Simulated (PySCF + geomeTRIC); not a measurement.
A geometry relaxed with B3LYP-D3(BJ)/def2-TZVP run with PySCF + geomeTRIC, charge 0, multiplicity 1:

```xyz
4

In    -0.2657     0.0042    -0.3436
H     -0.9461    -1.5637    -0.3909
H     -0.8528     1.5822    -0.0458
Cl     2.0561    -0.0139    -0.8031
```

Task: Write the SMILES of this molecule.

Result: `[Cl][InH2]`
